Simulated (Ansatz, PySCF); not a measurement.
C3H5, SMILES C=[C]C, multiplicity 2. Atoms are numbered in the order given.

```xyz
8

C     -0.0830     1.3445     0.0000
C      0.3894     0.1285     0.0000
C     -0.0684    -1.2621     0.0000
H      0.5578     2.2202     0.0000
H     -1.1595     1.5371     0.0000
H     -1.1669    -1.3124     0.0000
H      0.2924    -1.7984    -0.8810
H      0.2924    -1.7984     0.8810
```
Charge 0, spin multiplicity 2.

The structure is a stationary point at B3LYP-D3(BJ)/def2-TZVP. The isomer is the one that the SMILES or the coordinates give; other isomers of the formula were not compared.

Two levels are set side by side: PBE-D3(BJ)/def2-TZVP (Ansatz, a program for electronic structure) and B3LYP-D3(BJ)/def2-TZVP (Ansatz). Each level has its own optimised geometry; the coordinates shown are those of the second. Frequencies come from the Hessian of PySCF at each geometry. Differences are taken from unrounded values.

| quantity | B3LYP-D3(BJ) | PBE-D3(BJ) | PBE-D3(BJ) minus B3LYP-D3(BJ) |
|---|---|---|---|
| mean bond length (Å) | 1.176 | 1.183 | 0.007 |
| bond C1–C2 (Å) | 1.305 | 1.312 | 0.007 |
| bond C2–C3 (Å) | 1.464 | 1.462 | -0.002 |
| bond C1–H4 (Å) | 1.085 | 1.094 | 0.009 |
| bond C1–H5 (Å) | 1.094 | 1.103 | 0.009 |
| bond C3–H6 (Å) | 1.100 | 1.109 | 0.009 |
| bond C3–H7 (Å) | 1.093 | 1.101 | 0.009 |
| bond C3–H8 (Å) | 1.093 | 1.101 | 0.009 |
| highest harmonic wavenumber (cm⁻¹) | 3152 | 3083 | -69 |
| mean harmonic wavenumber (cm⁻¹) | 1591 | 1545 | -46 |
| zero-point energy (kcal/mol) | 40.94 | 39.76 | -1.18 |

Exact exchange shortens and stiffens bonds; PBE has none. Differences between two approximate levels are no errors against the true value.
